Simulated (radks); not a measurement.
All-electron atom: Os40+ in [Kr].

Method: scalar-relativistic Kohn-Sham, PBE, spin-unpolarised, spherical densities, point nucleus; computed with a radial shooting solver on a logarithmic mesh with Libxc functionals.

Energy parts (eV):
| part | energy |
|---|---|
| total | -442352.53 |
| kinetic | 493409.31 |
| electron-nucleus | -1025101.35 |
| Hartree | 96574.73 |
| exchange-correlation | -7235.22 |

Orbitals (lengths in bohr, moments of r in powers of bohr; r(max) is where P^2 peaks):
| orbital | occ. | eigenvalue (eV) | <r^2> | <1/r> | r(max) | <r^4> |
|---|---|---|---|---|---|---|
| 1s | 2 | -75710.38 | 0.0004332 | 90.51 | 0.01102 | 5.118e-07 |
| 2s | 2 | -14697.90 | 0.006629 | 21.20 | 0.06337 | 0.00007588 |
| 2p | 6 | -13034.86 | 0.005521 | 19.06 | 0.05218 | 0.00006032 |
| 3s | 2 | -4762.194 | 0.04192 | 7.955 | 0.1777 | 0.002622 |
| 3p | 6 | -4272.272 | 0.04247 | 7.323 | 0.1761 | 0.002793 |
| 3d | 10 | -3740.199 | 0.03480 | 6.909 | 0.1429 | 0.002084 |
| 4s | 2 | -2185.860 | 0.1693 | 3.809 | 0.3811 | 0.03973 |
| 4p | 6 | -2003.961 | 0.1808 | 3.554 | 0.3927 | 0.04588 |

The highest occupied level is 4p at -2004.0 eV. For comparison, the ionisation energy in NIST's Atomic Spectra Database is 1996 eV (theoretical). In exact Kohn-Sham theory the highest level is minus the ionisation energy, but local and semilocal functionals leave it too shallow, through self-interaction and a potential that decays too fast; potentials with the right tail come closer.
